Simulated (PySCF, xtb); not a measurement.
Sb(H)(OH)2 (H3O2Sb), SMILES [OH][SbH][OH].

GFN2-xTB (xtb) at its own geometry gives an orbital gap of 5.09 eV and a dipole moment of 1.67 D.

The structure is a stationary point at PBE0-D3(BJ)/def2-TZVP. The def2 effective core potentials stand for the cores of Sb; spin–orbit coupling is left out. Other conformers were not sampled.

Question: What does PySCF with r2SCAN/def2-TZVPD give? (An estimate is asked for; the answer gives what the named calculation found.)

Answer: gap 5.33 eV (levels -6.78 and -1.45 eV), dipole 1.04 D.
